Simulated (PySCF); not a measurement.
# Sb²⁺: ionisation energy

Sb²⁺ [Kr] 4d10 5s2 5p1 (2P) → Sb³⁺ [Kr] 4d10 5s2 (1S), as a difference of total energies. Computed with PySCF 2.14 in x2c-TZVPall (8s6p4d2f, 60 functions), with the spin-free X2C one-electron Hamiltonian (Gaussian nucleus). Correlated levels: valence: [Kr] 4d10 frozen. The calculations carry no spin-orbit coupling.

| method | ionisation energy (eV) |
| --- | --- |
| UHF | 24.098 |
| MN15 | 24.891 |
| r2SCAN | 24.814 |
| MP2 (valence) | 24.301 |
| SCS-MP2 (valence) | 24.290 |

Q: How much does correlation contribute at MP2 (valence)?

A: 24.301 − (24.098) = 0.203 eV, measured against UHF.

The reference lies between the lowest fine-structure levels, while these numbers refer to the centres of the terms.

Errors of the correlated levels include the incompleteness of this basis and the frozen core.

For comparison: 25.323 eV (measured; NIST Atomic Spectra Database, ionization energies).
